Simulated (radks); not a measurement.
The calcium ion Ca+, configuration [Ar] 4s1. Calculated with a radial shooting solver on a logarithmic mesh with Libxc functionals: scalar-relativistic Kohn-Sham, LB94 model potential, spin-polarised, spherical densities, finite nucleus; open shells are filled with parallel spins first; Fermi nuclear charge, rms radius 3.4776 fm.

Unscreened Slater integrals over Kohn-Sham orbitals (eV). They are taken over the spin-up orbitals.

\begin{tabular}{lr}
integral & value \\ \hline
F0(4s,4s) & 7.2177 \\
F0(4s,3p) & 9.2310 \\
G1(4s,3p) & 0.71995 \\
F0(4s,3s) & 9.3163 \\
G0(4s,3s) & 0.50102 \\
F0(4s,2p) & 10.109 \\
G1(4s,2p) & 0.26121 \\
F0(3p,3p) & 19.558 \\
F2(3p,3p) & 9.7846 \\
F0(3p,3s) & 20.350 \\
G1(3p,3s) & 13.493 \\
F0(3p,2p) & 26.712 \\
F2(3p,2p) & 4.9177 \\
G0(3p,2p) & 1.9179 \\
G2(3p,2p) & 1.9694 \\
F0(3s,3s) & 21.247 \\
F0(3s,2p) & 28.325 \\
G1(3s,2p) & 2.1940 \\
F0(2p,2p) & 76.405 \\
F2(2p,2p) & 35.691 \\
\end{tabular}
